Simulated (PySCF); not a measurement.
LiCl, SMILES [Cl][Li].

Geometry: PBE0-D3(BJ)/def2-TZVPD.

Level of theory: TDDFT-CAM-B3LYP/def2-TZVPD run with PySCF.

Vertical excitations; the highest root listed may be one member of a degenerate set. Isolated molecule, no solvent. State labels are in the subgroup C2v.

Computed lowest excited states:
```csv
state,symmetry,energy (eV),λ (nm),f,main pairs
S1,B2,4.80,258,0.027,HOMO→LUMO (degenerate set)
S2,B1,4.80,258,0.027,HOMO−1→LUMO (degenerate set)
S3,A1,5.46,227,0.024,HOMO−2→LUMO 95 %
S4,A2,6.42,193,0.000,"HOMO→LUMO+1, HOMO−1→LUMO+2 (degenerate set)"
S5,A1,6.42,193,0.000,"HOMO−1→LUMO+1, HOMO→LUMO+2 (degenerate set)"
S6,A2,6.43,193,0.000,"HOMO−1→LUMO+2 42 %, HOMO→LUMO+1 42 %"
S7,A1,6.87,180,0.112,"HOMO→LUMO+2 47 %, HOMO−1→LUMO+1 47 %"
S8,B2,7.06,176,0.015,"HOMO→LUMO+3, HOMO−2→LUMO+2, HOMO→LUMO+4 (degenerate set)"
S9,B1,7.06,176,0.015,"HOMO−1→LUMO+3, HOMO−2→LUMO+1, HOMO−1→LUMO+4 (degenerate set)"
S10,B2,7.13,174,0.099,"HOMO−2→LUMO+2 52 %, HOMO→LUMO+3 31 %"
T1,B1,4.76,260,0,HOMO−1→LUMO (degenerate set)
T2,B2,4.76,260,0,HOMO→LUMO (degenerate set)
T3,A1,5.32,233,0,HOMO−2→LUMO 94 %
T4,A1,6.27,198,0,"HOMO−1→LUMO+1 40 %, HOMO→LUMO+2 40 %, HOMO−1→LUMO+5 7 %, HOMO→LUMO+6 7 %"
```
Triplets are in the Tamm–Dancoff approximation, which puts them higher than full response would, so one can lie above its singlet here.
